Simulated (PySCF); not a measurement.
Gas-phase reaction: GeCl2 + 4 ClF → GeF4 + 3 Cl2

Computed with PySCF and rigid-rotor harmonic-oscillator thermochemistry at 1 bar. † marks an energy on the PBE0/def2-TZVP geometry and frequencies; other levels use their own. MP2 freezes the core. 6-31G* has spherical d functions here. All species are closed-shell singlets. Ge: all electrons, no relativistic terms. MP2 isn't extrapolated to the basis-set limit; its ΔH°(298 K) is -863.9 kJ in def2-SVP and -877.0 kJ in def2-TZVPP. The harmonic model lacks anharmonicity and excited electronic states, which grow with temperature; levels with a mode under 35 cm⁻¹ are left out.

| level | ΔE electronic, kJ | ΔH°(298 K), kJ | ΔS°(298 K), J/K | ΔG°(2500 K), kJ |
|---|---|---|---|---|
| BLYP/def2-TZVP† | -715 | -708 | -194 | -250 |
| HF/6-31G* | -804 | -797 | -197 | -333 |
| M06-2X/def2-TZVP† | -866 | -859 | -194 | -402 |
| MP2/def2-SVP† | -871 | -864 | -194 | -406 |
| PBE/def2-SVP | -752 | -745 | -192 | -295 |
| PBE/def2-TZVP† | -746 | -739 | -194 | -281 |
| PBE0/def2-QZVP† | -802 | -795 | -194 | -337 |
| r2SCAN/def2-TZVP† | -818 | -812 | -194 | -354 |
| LDA/def2-TZVP† | -793 | -786 | -194 | -328 |
| ωB97M-V/def2-TZVP† | -794 | -787 | -194 | -329 |
ΔH° is lowest at MP2/def2-SVP† and highest at BLYP/def2-TZVP†. No reference value is set beside these.
